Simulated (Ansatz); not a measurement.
A structure relaxed at PBE0-D4/def2-TZVP in Ansatz, charge 1, singlet:

```xyz
3

Ni    0.910   -0.199    0.877
Ni   -0.098   -0.957   -0.842
Cu   -0.812    1.156   -0.035
```

(1) Give its formula and point group.

(2) Summarise the bond lengths by kind (pairs closer than 1.2 times the sum of covalent radii, bridged metal pairs left out).

Answers

(1) the cluster CuNi₂⁺. Point group C2v (tolerance 0.1 Å).

(2) 2 × Cu–Ni 2.37 Å; 1 × Ni–Ni 2.13 Å.

The restricted singlet is unstable: a solution with broken spin symmetry lies lower. The relaxation made no stability test and no search for a lower SCF solution. At PBE0-D4/def2-TZVP a triplet of charge 1 lies 2.23 eV below the restricted singlet, each at its own geometry. The structure comes from a short search, and lower isomers may exist.
